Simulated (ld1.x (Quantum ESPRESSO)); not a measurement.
## Configuration tests for Ir (PAW)

ld1.x (Quantum ESPRESSO) 7.5 input, shortened:

```
&input
   title='Ir', zed=77., rel=0, dft='REVPBE', iswitch=3,
   config='[Xe] 4f14 5d7 6s1 6p1'
 /
 &inputp
   pseudotype=3, lpaw=.true., tm=.true., lloc=-1, rcloc=1.80,
   nlcc=.true., new_core_ps=.true., rcore=1.30,
   which_augfun='PSQ', rmatch_augfun_nc=.true.
 /
6
6S  1  0   1.00   0.00  2.20  3.00  0.0
6S  1  0   0.00   0.45  2.20  3.00  0.0
6P  2  1   1.00   0.00  2.45  3.15  0.0
6P  2  1   0.00   0.25  2.45  3.15  0.0
5D  3  2   7.00   0.00  1.25  1.60  0.0
5D  3  2   0.00   0.05  1.25  1.60  0.0
 &test
   configts(1)='5d7 6s1 6p1'
 /
```

Energies are relative to the spin-unpolarised reference configuration 5d7 6s1 6p1; without spin polarisation the order of configurations can differ from experiment. Not all tests gave a result: 1 of 7 tests not solved or not reliable.

```json
{"valence configuration": "5d7 6s2 6p0", "charge": "0", "ΔE all-electron (eV)": "-3.761", "error AE − PS (meV)": "-0.4"}
{"valence configuration": "5d7 6s1 6p0", "charge": "+1", "ΔE all-electron (eV)": "4.383", "error AE − PS (meV)": "-0.2"}
{"valence configuration": "5d7 6s0 6p0", "charge": "+2", "ΔE all-electron (eV)": "19.322", "error AE − PS (meV)": "-4.0"}
{"valence configuration": "5d8 6s1 6p0", "charge": "0", "ΔE all-electron (eV)": "-6.870", "error AE − PS (meV)": "-41"}
```

Question: What are ΔE and the potential's error for 5d5 6s0 6p0?

Answer: ΔE = 95.215 eV all-electron; the error (AE − PS) is -622 meV.

Question: What are ΔE and the potential's error for 5d7.5 6s1.5 6p0?

Answer: ΔE = -5.508 eV all-electron; the error (AE − PS) is -12 meV.

Levels in the configuration 5d7.5 6s1.5 6p0:

```
level  all-electron (eV)  pseudo (eV)
   5d             -7.587       -7.549
   6s             -4.486       -4.490
```

Note: ghost states, extra bound levels that the all-electron valence spectrum of the same l lacks: s at -137.2 eV, p at -5.3 eV. A true bound ghost makes a file unfit for plane-wave use.
